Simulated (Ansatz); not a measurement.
System: BeO, net charge 0, singlet state. SMILES: [Be]=[O]
Geometry: optimised at B3LYP-D3(BJ)/def2-TZVP (Ansatz, a first-principles code).

Parts of the frozen-core correlation energy in STO-3G (Ansatz, hartree). Frozen orbitals: 2; correlated occupied orbitals by spin: 4 and 4; virtual: 4 and 4. No spin-orbit coupling. No relativistic terms. The restricted reference is unstable.

```json
[
 {"term": "reference (HF)", "value": "-88.18333"},
 {"term": "MP2 opposite-spin", "value": "…"},
 {"term": "MP2 same-spin", "value": "…"},
 {"term": "CCSD correlation", "value": "-0.13106"},
 {"term": "(T)", "value": "…"},
 {"term": "FCI minus CCSD(T)", "value": "-0.00238"},
 {"term": "T1 diagnostic", "value": "0.081"},
 {"term": "largest doubles amplitude", "value": "0.131"}
]
```

Task: Some entries are withheld; supply them.

Result: 
- MP2 opposite-spin, value: -0.09998
- MP2 same-spin, value: -0.03487
- (T), value: -0.01373
